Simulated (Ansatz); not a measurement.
Basis sets compared for In₉As₁₀H₂₈⁺, a nanocrystal cut from zinc blende InAs (hydrogen-capped). Charge 1, multiplicity 1. Geometry PBE-D4/def2-SVP. Ansatz on 11 threads of AMD EPYC 7R13 on a shared host and a whole NVIDIA H100 80GB HBM3; times are rough, and most runs start from earlier orbitals.

```xyz
47

As    3.7159    0.3259    2.4054
As    0.1343   -1.6390    4.1243
As    3.3147    2.8232   -0.8798
As   -0.1649    0.8397    0.6392
As   -0.6532    3.4092   -2.7686
As    1.3468   -0.5332   -3.0304
As   -3.9941    1.5641   -1.1547
As    1.6845   -2.9072    0.1611
As   -1.8883   -2.3236   -1.5178
As   -3.5842   -1.0811    2.3838
In    5.1828    2.2929    1.1064
In    1.4070   -0.9432    1.8596
In   -2.5351   -2.0660    4.7599
In    3.3712   -1.7974   -1.6891
In    1.0160    1.6393   -1.6199
In   -2.4960   -0.3208    0.0437
In   -3.4173    3.6067   -2.9473
In   -1.2122   -1.0608   -3.8510
In   -0.7805   -4.0988    0.2473
H     4.6609   -0.8466    2.6681
H     3.5651    0.7409    3.8712
H     0.7328   -0.7083    5.1802
H     0.9094   -2.8840    4.5524
H     2.9523    4.3073   -0.8039
H     4.0681    2.9112   -2.2063
H    -0.3963    2.0386    1.5583
H    -0.1073    4.7698   -2.3306
H    -0.1042    3.4688   -4.1933
H     2.0182    0.1495   -4.2270
H    -4.8361    2.1501   -0.0209
H    -5.1144    0.7266   -1.7684
H     2.5808   -3.7701    1.0558
H    -3.3270   -2.8085   -1.7263
H    -4.5509    0.0532    2.7292
H    -4.6553   -2.0675    1.9208
H     5.0356    3.6560    2.1573
H     6.4222    1.4232    0.2920
H    -2.8768   -0.8087    5.8942
H    -2.7277   -3.7701    4.6293
H     4.1185   -0.4858   -0.7868
H     4.0751   -3.0222   -2.6808
H    -3.7864    2.9292   -4.4847
H    -3.7721    5.0359   -2.0446
H    -1.9983    0.5030   -3.6922
H    -1.2051   -2.1870   -5.1587
H    -1.4185   -3.5581    1.7933
H    -0.7102   -5.6762   -0.4495
```

In the def2 sets In takes a core potential; there is no spin–orbit coupling. Single mean-field runs in def2-SVP, def2-TZVP are fitted with def2-universal-jkfit.

```tsv
level	functions	energy (Eh)	HOMO (eV)	LUMO (eV)	wall time
PBE-D4/def2-SVP	694	-24080.8171	-8.35	-5.15	4 s
PBE0-D4/def2-SVP	694	-24081.5141	-9.29	-4.49	7 s
```

(1) Estimate the rows for PBE-D4/def2-TZVP, PBE0-D4/def2-TZVP (with forces).

## Answers

(1) 
| level | functions | energy (Eh) | HOMO (eV) | LUMO (eV) | wall time |
| --- | --- | --- | --- | --- | --- |
| PBE-D4/def2-TZVP | 1098 | -24083.6664 | -8.40 | -5.21 | 6.5 s |
| PBE0-D4/def2-TZVP (with forces) | 1098 | -24084.3454 | -9.32 | -4.53 | 14 s |
